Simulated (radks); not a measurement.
The numbers below are computed, except where a source is named.
Task: Species: Pr2+. Configuration: [Xe] 4f3. Level of theory: scalar-relativistic Kohn-Sham, PBE, spin-polarised, spherical densities, finite nucleus; open shells are filled with parallel spins first (spin-orbit coupling, left out, can overturn this in heavy ions); Fermi nuclear charge, rms radius 4.8919 fm (a radial shooting solver on a logarithmic mesh with Libxc functionals). Some entries of the table are withheld. Estimate them.

orbital  occ.  eigenvalue (eV)  r(max) (bohr)
1s down     1        -41824.68        0.01541
1s up       1        -41824.68        0.01541
2s up       1        -6739.051        0.08725
2s down     1        -6739.048        0.08725
2p up       3        -6031.545        0.07027
2p down     3        -6031.545        0.07027
3s up       1        -1463.805         0.2491
3s down     1        -1463.080         0.2491
3p up       3        -1239.676         0.2439
3p down     3        -1238.955         0.2438
3d up       5        -924.8885         0.2005
3d down     5        -924.3297         0.2005
4s up       1        -301.7403         0.5791
4s down     1        -299.6638         0.5789
4p up       3        -228.5509         0.6046
4p down     3        -226.4474         0.6044
4d up       5              (1)         0.6360
4d down     5              (2)         0.6355
5s up       1         -52.3294          1.351
5s down     1         -50.8965          1.358
5p up       3         -34.5863            (3)
5p down     3         -33.4672            (4)
4f up       3         -14.5348         0.6927
4f down     0         -12.6795         0.6935

Result: 
(1) 4d up eigenvalue (eV): -123.8704
(2) 4d down eigenvalue (eV): -121.7333
(3) 5p up r(max) (bohr): 1.529
(4) 5p down r(max) (bohr): 1.542
